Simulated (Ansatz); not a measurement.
System: CH3AlBr2, net charge 0, singlet state. 
Coordinates optimised at B3LYP-D3(BJ)/def2-TZVP (Ansatz, an electronic-structure program):
SMILES: [Al]([Br])([Br])[CH3]
```xyz
7

C     -2.6273    -0.1136     0.0874
Al    -0.6963    -0.0223     0.0218
Br     0.5556    -1.9035     0.0562
Br     0.4116     1.9438    -0.0881
H     -3.0064    -0.7213    -0.7377
H     -2.9508    -0.5935     1.0144
H     -3.0812     0.8761     0.0310
```
Charge 0, spin multiplicity 1.

Basis-set convergence of Hartree-Fock and MP2 correlation energies (hartree) with Ansatz. Correlated levels leave the core frozen unless marked. Spin-orbit coupling is left out. Frozen are the shells of the preceding noble gas and the d and f shells that filled before the atom's block. Non-relativistic.

```
basis       functions        E(HF)  E(corr, MP2)
----------  ---------  -----------  ------------
def2-SVP          111  -5425.79061      -0.43826
def2-TZVPP        211  -5426.55069      -0.56770
def2-QZVPP        395  -5426.65798      -0.62104
```

Extrapolating the two largest sets (X = 3 and 4) as X^-3: E(corr) = (64·(-0.62104) - 27·(-0.56770))/37 = -0.6600 Eh, an estimate of the basis-set limit. The largest set recovers 94.1 % of it, the smallest 66.4 %.
